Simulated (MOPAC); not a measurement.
Input for MOPAC: AM1 on C2H8OSe (a complex), monomers drawn apart or pushed together.

```
AM1 1SCF PRECISE CHARGE=0 THREADS=1
C2H8OSe

C     -0.89416439 1     1.69410587 1    -0.20739339 1
Se     0.59857725 1     0.44933573 1     0.06816918 1
C     -0.43148371 1    -1.20351071 1    -0.17863480 1
H     -1.66101380 1     1.51309350 1     0.54170218 1
H     -0.49389250 1     2.69885104 1    -0.09093413 1
H     -1.29244608 1     1.57289240 1    -1.21206378 1
H     -1.21790498 1    -1.25642454 1     0.57019856 1
H      0.26169880 1    -2.03116262 1    -0.04553532 1
H     -0.84589694 1    -1.23098117 1    -1.18372368 1
O     -1.60759785 1     0.13503177 1     3.81808977 1
H     -1.30060884 1     0.17969274 1     4.72879375 1
H     -0.81411080 1     0.25638994 1     3.26951336 1
```

Program output:

```
*******************************************************************************
 **                                                                           **
 **                              MOPAC v23.2.5                                **
 **                                                                           **
 *******************************************************************************
 ** MOPAC's Digital Object Identifier: https://doi.org/10.5281/zenodo.6511958 **
 **                                                                           **
 ** Please cite the open-source release paper for use of this MOPAC version:  **
 ** J. E. Moussa and J. J. P. Stewart (2026)                                  **
 ** MOPAC: An open-source semiempirical molecular orbital program             **
 ** J. Open Source Softw., 11(119), 8025, https://doi.org/10.21105/joss.08025 **
 *******************************************************************************

                              AM1 CALCULATION RESULTS

 *******************************************************************************
 *  AM1        - The AM1 Hamiltonian to be used
 *
 *
 *
 *                 CHARGE ON SYSTEM = 0
 *
 *
 *
 *  PRECISE    - TIGHTER CRITERIA TO BE USED
 *  1SCF       - DO 1 SCF AND THEN STOP
 *  THREADS=1  - MULTI-THREADING NOT USED
 *  T=         - A TIME OF 172800.0 SECONDS REQUESTED
 *  DUMP=N     - RESTART FILE WRITTEN EVERY 7200.0 SECONDS REQUESTED
 *******************************************************************************
AM1 1SCF PRECISE CHARGE=0 THREADS=1
 C2H8OSe

   ATOM   CHEMICAL          X               Y               Z
  NUMBER   SYMBOL      (ANGSTROMS)     (ANGSTROMS)     (ANGSTROMS)

     1       C         -0.89416439  *   1.69410587  *  -0.20739339  *
     2      Se          0.59857725  *   0.44933573  *   0.06816918  *
     3       C         -0.43148371  *  -1.20351071  *  -0.17863480  *
     4       H         -1.66101380  *   1.51309350  *   0.54170218  *
     5       H         -0.49389250  *   2.69885104  *  -0.09093413  *
     6       H         -1.29244608  *   1.57289240  *  -1.21206378  *
     7       H         -1.21790498  *  -1.25642454  *   0.57019856  *
     8       H          0.26169880  *  -2.03116262  *  -0.04553532  *
     9       H         -0.84589694  *  -1.23098117  *  -1.18372368  *
    10       O         -1.60759785  *   0.13503177  *   3.81808977  *
    11       H         -1.30060884  *   0.17969274  *   4.72879375  *
    12       H         -0.81411080  *   0.25638994  *   3.26951336  *



          CARTESIAN COORDINATES

    NO.       ATOM           X           Y           Z

     1         C         -0.8942      1.6941     -0.2074
     2        Se          0.5986      0.4493      0.0682
     3         C         -0.4315     -1.2035     -0.1786
     4         H         -1.6610      1.5131      0.5417
     5         H         -0.4939      2.6989     -0.0909
     6         H         -1.2924      1.5729     -1.2121
     7         H         -1.2179     -1.2564      0.5702
     8         H          0.2617     -2.0312     -0.0455
     9         H         -0.8459     -1.2310     -1.1837
    10         O         -1.6076      0.1350      3.8181
    11         H         -1.3006      0.1797      4.7288
    12         H         -0.8141      0.2564      3.2695

  H: (AM1): M.J.S. DEWAR ET AL, J. AM. CHEM. SOC. 107 3902-3909 (1985)
  C: (AM1): M.J.S. DEWAR ET AL, J. AM. CHEM. SOC. 107 3902-3909 (1985)
  O: (AM1): M.J.S. DEWAR ET AL, J. AM. CHEM. SOC. 107 3902-3909 (1985)
 Se: (AM1): J. J. P. STEWART, J. MOL. MOD., 10, 155-164 (2004)

           Empirical Formula: C2 H8 O Se  =    12 atoms



      MOLECULAR POINT GROUP   :   Cs


      RHF CALCULATION, NO. OF DOUBLY OCCUPIED LEVELS = 14


 -------------------------------------------------------------------------------
 AM1 1SCF PRECISE CHARGE=0 THREADS=1
 C2H8OSe



     1SCF WAS SPECIFIED, SO BFGS WAS NOT USED
     SCF FIELD WAS ACHIEVED


                              AM1 CALCULATION
                                                       MOPAC v23.2.5 Linux




          FINAL HEAT OF FORMATION =        -52.51318 KCAL/MOL =    -219.71515 KJ/MOL


          COSMO AREA              =        140.63 SQUARE ANGSTROMS
          COSMO VOLUME            =        125.90 CUBIC ANGSTROMS

          IONIZATION POTENTIAL    =          7.591529 EV
          HOMO LUMO ENERGIES (EV) =         -7.592  0.151
          NO. OF FILLED LEVELS    =         14
          MOLECULAR WEIGHT        =        127.0446         POINT GROUP:  Cs

          MOLECULAR DIMENSIONS (Angstroms)

            Atom       Atom       Distance
            H    11    H     6     6.10204
            H     8    H     5     4.65667
            O    10   Se     2     2.08246


          SCF CALCULATIONS        =          1





   ATOM   CHEMICAL          X               Y               Z
  NUMBER   SYMBOL      (ANGSTROMS)     (ANGSTROMS)     (ANGSTROMS)

     1       C         -0.89416439  *   1.69410587  *  -0.20739339  *
     2      Se          0.59857725  *   0.44933573  *   0.06816918  *
     3       C         -0.43148371  *  -1.20351071  *  -0.17863480  *
     4       H         -1.66101380  *   1.51309350  *   0.54170218  *
     5       H         -0.49389250  *   2.69885104  *  -0.09093413  *
     6       H         -1.29244608  *   1.57289240  *  -1.21206378  *
     7       H         -1.21790498  *  -1.25642454  *   0.57019856  *
     8       H          0.26169880  *  -2.03116262  *  -0.04553532  *
     9       H         -0.84589694  *  -1.23098117  *  -1.18372368  *
    10       O         -1.60759785  *   0.13503177  *   3.81808977  *
    11       H         -1.30060884  *   0.17969274  *   4.72879375  *
    12       H         -0.81411080  *   0.25638994  *   3.26951336  *

                             CARTESIAN COORDINATES

   1    C       -0.894164390     1.694105870    -0.207393390
   2   Se        0.598577250     0.449335730     0.068169180
   3    C       -0.431483710    -1.203510710    -0.178634800
   4    H       -1.661013800     1.513093500     0.541702180
   5    H       -0.493892500     2.698851040    -0.090934130
   6    H       -1.292446080     1.572892400    -1.212063780
   7    H       -1.217904980    -1.256424540     0.570198560
   8    H        0.261698800    -2.031162620    -0.045535320
   9    H       -0.845896940    -1.230981170    -1.183723680
  10    O       -1.607597850     0.135031770     3.818089770
  11    H       -1.300608840     0.179692740     4.728793750
  12    H       -0.814110800     0.256389940     3.269513360


           Empirical Formula: C2 H8 O Se  =    12 atoms



      MOLECULAR POINT GROUP   :   Cs


                  EIGENVALUES
 -36.20612 -29.62156 -28.24020 -18.80618 -18.15080 -14.75862 -14.42765 -14.32955
 -13.95030 -13.75505 -12.36667 -11.68635 -10.60377  -7.59153   0.15138   0.62621
   4.28186   4.36308   4.36365   4.39739   4.43422   4.82233   4.86263   6.33321


              NET ATOMIC CHARGES AND DIPOLE CONTRIBUTIONS

  ATOM NO.   TYPE          CHARGE      No. of ELECS.   s-Pop       p-Pop
    1          C          -0.307367        4.3074     1.26495     3.04241
    2         Se           0.056555        5.9434     1.95599     3.98745
    3          C          -0.307392        4.3074     1.26496     3.04244
    4          H           0.094120        0.9059     0.90588
    5          H           0.095006        0.9050     0.90499
    6          H           0.090164        0.9098     0.90984
    7          H           0.094065        0.9059     0.90593
    8          H           0.094978        0.9050     0.90502
    9          H           0.090188        0.9098     0.90981
   10          O          -0.395039        6.3950     1.86208     4.53295
   11          H           0.193862        0.8061     0.80614
   12          H           0.200858        0.7991     0.79914
 DIPOLE           X         Y         Z       TOTAL
 POINT-CHG.     0.840     0.126     0.304     0.902
 HYBRID        -0.363    -0.067     0.010     0.369
 SUM            0.477     0.059     0.314     0.575


          ATOMIC ORBITAL ELECTRON POPULATIONS

     Atom    s        px        py        pz
    1  C   1.26495   0.99562   1.00940   1.03739
    2 Se   1.95599   1.06580   0.97324   1.94841
    3  C   1.26496   1.02154   0.98320   1.03770
    4  H   0.90588
    5  H   0.90499
    6  H   0.90984
    7  H   0.90593
    8  H   0.90502
    9  H   0.90981
   10  O   1.86208   1.34788   1.98499   1.20009
   11  H   0.80614
   12  H   0.79914

 **********************
 *                    *
 * JOB ENDED NORMALLY *
 *                    *
 **********************




 == MOPAC DONE ==
```

The run finished.

Cost: around 0.020 core-seconds (rough).
